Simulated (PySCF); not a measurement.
## BiSb: energy against distance

Set-up: Bi cc-pVDZ-PP with ECP60, Sb cc-pVDZ-PP with ECP28; scalar-relativistic core potentials (PySCF 2.14). Energies in eV from Bi + Sb in their ground configurations at the same level. State: ¹Σ⁺ (singlet), closed shell.

All columns are PBE0. A positive dipole means Bi(−)Sb(+).

| R (Å) | E (eV) | μ (D) | Mulliken charge on Bi (basis-dependent) | HOMO (eV) | LUMO (eV) | Mayer bond order | ⟨S²⟩ |
| --- | --- | --- | --- | --- | --- | --- | --- |
| 2.226 | -0.821 | -0.49 | 0.05 | -6.71 | -2.14 | 2.96 | 0.00 |
| 2.329 | -1.726 | -0.56 | 0.05 | -6.70 | -2.33 | 2.96 | 0.00 |
| 2.433 | -2.188 | -0.61 | 0.04 | -6.50 | -2.52 | 2.97 | 0.00 |
| 2.510 | -2.326 | -0.65 | 0.04 | -6.37 | -2.65 | 2.97 | 0.00 |
| 2.588 | -2.336 | -0.67 | 0.04 | -6.27 | -2.73 | 2.84 | 0.13 |
| 2.666 | -2.283 | -0.67 | 0.04 | -6.25 | -2.72 | 2.49 | 0.47 |
| 2.769 | -2.156 | -0.67 | 0.03 | -6.24 | -2.71 | 2.12 | 0.84 |
| 2.899 | -1.946 | -0.66 | 0.03 | -6.22 | -2.69 | 1.76 | 1.19 |
| 3.054 | -1.659 | -0.65 | 0.03 | -6.21 | -2.67 | 1.45 | 1.51 |
| 3.261 | -1.275 | -0.62 | 0.03 | -6.20 | -2.63 | 1.15 | 1.82 |

Closed-shell solutions of metal pairs were not tested for spin polarisation, which can lower them a little. ⟨S²⟩ of the unrestricted solution departs from its pure value on part of the curve, where spin states mix. These are scalar-relativistic numbers at best; spin–orbit coupling would shift them, the dissociation energy most.
